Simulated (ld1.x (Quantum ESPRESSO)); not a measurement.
u(r) = r·R(r): atom against pseudo-atom (zinc)

Columns: radius, all-electron u(r) and pseudo u(r) of the 4s shell (level -9.86 eV) of zinc in the configuration [Ar] 3d10 4s1.5 4p0; PBEsol, scalar-relativistic, PAW scheme, ld1.x (Quantum ESPRESSO) 7.5.

```csv
r (bohr),all-electron,pseudo
0.163,-0.1777,-0.0559
0.325,0.1177,-0.1136
0.488,0.2943,-0.1755
0.650,0.2230,-0.2415
0.813,0.0406,-0.3121
0.975,-0.1564,-0.3846
1.138,-0.3297,-0.4572
1.300,-0.4649,-0.5255
1.463,-0.5637,-0.5862
1.625,-0.6294,-0.6349
1.788,-0.6684,-0.6688
1.950,-0.6856,-0.6856
2.113,-0.6861,-0.6861
2.275,-0.6738,-0.6738
2.438,-0.6519,-0.6519
2.600,-0.6234,-0.6234
2.763,-0.5900,-0.5900
2.925,-0.5541,-0.5541
3.088,-0.5164,-0.5164
3.250,-0.4787,-0.4787
3.413,-0.4412,-0.4412
3.575,-0.4051,-0.4051
3.738,-0.3704,-0.3704
3.900,-0.3377,-0.3377
4.063,-0.3068,-0.3068
4.225,-0.2783,-0.2783
```

Q: How many radial nodes do the two functions have?

A: The all-electron 4s function has n − l − 1 = 3 (the table is too coarse to show those close to the nucleus); the pseudo-wave has 0, since the states of the same l below it are removed with the core.

Q: At about which radius was the pseudo-wave matched?

A: 1.90 bohr, where the columns begin to agree (steps of 0.16 bohr).

Q: Is the pseudo-wave norm-conserving?

A: No, it belongs to a PAW set: the norm inside the radius is not constrained, and the difference is carried by the augmentation charge.
